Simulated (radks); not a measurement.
All-electron atom: Ti II in [Ar] 3d2 4s1.

All-electron calculation, Dirac Kohn-Sham, exchange-only B88, spin-unpolarised, spherical densities, point nucleus; open shells are shared between the two j in proportion to 2j + 1. Program: a radial shooting solver on a logarithmic mesh with Libxc functionals.

Energy parts (Ry):
part                   energy
total             -1705.30086
kinetic            1723.49891
electron-nucleus  -4048.41879
Hartree             701.83648
exchange            -82.21746

Orbitals (lengths in bohr, moments of r in powers of bohr):
orbital,occ.,eigenvalue (Ry),<1/r>,small-component weight
1s1/2,2,-358.4145,21.81,6.21e-03
2s1/2,2,-39.91582,4.558,1.08e-03
2p1/2,2,-33.40280,4.492,1.06e-03
2p3/2,4,-32.97791,4.435,1.05e-03
3s1/2,2,-5.05529,1.399,2.22e-04
3p1/2,2,-3.34601,1.272,1.91e-04
3p3/2,4,-3.29746,1.260,1.88e-04
3d3/2,0.8,-0.77038,0.8866,1.02e-04
3d5/2,1.2,-0.76685,0.8839,1.01e-04
4s1/2,1,-0.71834,0.4040,2.78e-05

The highest occupied level is 4s1/2 at -9.773 eV. For comparison, the ionisation energy in NIST's Atomic Spectra Database is 13.576 eV (measured). In exact Kohn-Sham theory the highest level is minus the ionisation energy, but local and semilocal functionals leave it too shallow, through self-interaction and a potential that decays too fast; potentials with the right tail come closer. Summed over all electrons, <r^2> = 29.73 bohr^2, which gives a Langevin (diamagnetic) susceptibility term of -23.5 x 10^-6 cm^3/mol.

Beside tabulated values, note that spin-unpolarised runs miss the spin-polarisation part of the exchange energy of open shells.
